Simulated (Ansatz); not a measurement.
This geometry of C3H9AlSi (14 atoms, charge 0, multiplicity 1) is a first-order saddle point.

Method: RKS PBE0-D4/STO-3G in Ansatz.

```xyz
14
Properties=species:S:1:pos:R:3
C -2.022 -0.021 0.617
C -0.722 0.584 0.064
Al 0.490 1.711 1.003
Si 0.970 -0.314 0.305
C 1.808 -0.884 -1.283
H -2.851 0.705 0.610
H -1.904 -0.364 1.655
H -2.357 -0.892 0.032
H -0.872 0.882 -0.983
H 0.661 3.042 1.674
H 0.831 -1.445 1.201
H 1.127 -0.819 -2.138
H 2.131 -1.926 -1.199
H 2.695 -0.290 -1.529
```

(1) Which two structures does it join? (They come from a converged band through this point; their orientation in space is the band's.)

(2) How far does it lie above each of them?

Results:

(1) No bond is made or broken. The dihedral Al3–Si4–C5–H14 goes from -16 to 105°. The two ends are copies of one structure, up to a mirror image or an exchange of like atoms.

First end point:

```xyz
14
Properties=species:S:1:pos:R:3
C -2.038 0.347 0.438
C -0.590 0.711 0.075
Al 0.717 1.447 1.247
Si 0.848 -0.548 0.344
C 1.716 -1.106 -1.226
H -2.694 1.232 0.455
H -2.105 -0.122 1.430
H -2.479 -0.363 -0.279
H -0.561 1.142 -0.935
H 1.077 2.631 2.096
H 0.395 -1.720 1.069
H 1.081 -1.776 -1.816
H 2.643 -1.646 -1.003
H 1.978 -0.257 -1.866
```

Last end point:

```xyz
14
Properties=species:S:1:pos:R:3
C -2.014 -0.080 0.633
C -0.738 0.556 0.061
Al 0.443 1.726 0.987
Si 0.981 -0.288 0.301
C 1.823 -0.828 -1.289
H -2.865 0.621 0.625
H -1.877 -0.407 1.674
H -2.329 -0.968 0.062
H -0.906 0.837 -0.988
H 0.571 3.063 1.658
H 0.890 -1.429 1.191
H 1.824 -0.028 -2.037
H 1.317 -1.691 -1.734
H 2.866 -1.113 -1.115
```

(2) 0.8 kcal/mol above the first and 0.8 kcal/mol above the second. This is the barrier of this one path; another mechanism may lie lower. Limits of this set-up: minimal basis.

Time of the run: 58 s on 1 thread of AMD EPYC 9R14 (Zen 4), with other jobs on the host, peak memory 0.14 GiB.
